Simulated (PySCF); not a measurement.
PBE on Sb⁻ (antimony, charge -1), [Kr] 4d10 5s2 5p4, high-spin 3P determinant. All numbers are calculated (PySCF 2.14, a scalar-relativistic core potential, in def2-TZVPPD with the def2 core potential (28 electrons) (7s5p4d2f, 56 functions)).

```
cycle= 1 E= -240.236740015429  delta_E= -0.0104  |g|= 0.0374  |ddm|= 0.471
cycle= 2 E= -240.237124712833  delta_E= -0.000385  |g|= 0.0176  |ddm|= 0.0988
cycle= 3 E= -240.237241081822  delta_E= -0.000116  |g|= 0.000978  |ddm|= 0.0348
cycle= 4 E= -240.237241745591  delta_E= -6.64e-07  |g|= 0.000795  |ddm|= 0.00463
cycle= 5 E= -240.237242166093  delta_E= -4.21e-07  |g|= 0.000158  |ddm|= 0.00225
cycle= 6 E= -240.237242185324  delta_E= -1.92e-08  |g|= 4.23e-06  |ddm|= 0.000468
cycle= 7 E= -240.237242185356  delta_E= -3.13e-11  |g|= 3.03e-07  |ddm|= 2.58e-05
converged SCF energy = -240.237242185356  <S^2> = 2.0029577  2S+1 = 3.0019711
```

Highest occupied orbital energy: 1.850 eV; ⟨L²⟩ = 2.02; populations by l: s 4.00, p 10.00, d 10.00, f 0.00.

Question: Can this result be used?

Answer: With care. The calculation finished and met its thresholds. Energies and moments cover only the electrons outside the core potential. At PBE the highest occupied level has a positive energy, so only the finite basis holds that electron; in a semilocal or global hybrid functional this comes from self-interaction and does not mean that the real anion is unbound.
